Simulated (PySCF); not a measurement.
Screening by computed properties: pick the candidate that meets the target.

All species are isolated and taken at one optimised geometry, non-relativistic unless stated. Electronic properties by PySCF.

Dipoles, sizes and rotational constants follow the conformer. The torsions of the flexible species, by atom-mapped SMILES:
- `[CH2:1]=[CH:2][C@@:3]([F:4])([C:5]#[C:6][CH3:7])[CH2:8][CH3:9]`: C1–C2–C3–F4 1°, C2–C3–C8–C9 180°
- `[CH3:1][CH2:2]/[C:3]([CH2:4][F:5])=[C:6]1\[CH:7]=[CH:8][CH2:9]1`: C1–C2–C3–C4 -72°, C2–C3–C4–F5 86°
- `[SiH3:1][O:2][C:3]1=[CH:4][C@@:5]2([SiH3:6])[CH:7]=[CH:8][C@@H:9]12`: Si1–O2–C3–C4 -176°
- `[CH3:1][C:2](=[S:3])[C:4]1=[CH:5][C@@:6]2([SiH3:7])[CH:8]=[CH:9][C@@H:10]12`: C1–C2–C4–C5 -178°
- `[CH:1]#[C:2][Si@@:3]1([F:4])[CH:5]=[C:6]([O:7][SiH3:8])[SiH2:9]1`: C5–C6–O7–Si8 -3°

**Question.** Wanted: dipole moment below 1.9 D (PBE0/pcSseg-1) and HOMO energy above -6.5 eV (PBE0/pcSseg-1), at GFN2-xTB geometries. Which candidate meets both?
A. `F[Si@@]1(C=C([SiH2]1)O[SiH3])C#C`
B. `CC(=S)C1=C[C@@]2([SiH3])C=C[C@@H]12`
C. `CC/C(CF)=C1\C=CC1`
D. `C=C[C@@](F)(C#CC)CC`
E. `C1(O[SiH3])=C[C@]2(C=C[C@H]21)[SiH3]`

**Answer.** E. Computed values:
| species | dipole moment | HOMO energy |
| --- | --- | --- |
| C1(O[SiH3])=C[C@]2(C=C[C@H]21)[SiH3] | 1.27 D | -6.44 eV |
| CC/C(CF)=C1\C=CC1 | 1.83 D | -6.63 eV |
| F[Si@@]1(C=C([SiH2]1)O[SiH3])C#C | 2.02 D | -7.61 eV |
| C=C[C@@](F)(C#CC)CC | 2.18 D | -7.44 eV |
| CC(=S)C1=C[C@@]2([SiH3])C=C[C@@H]12 | 3.26 D | -6.16 eV |
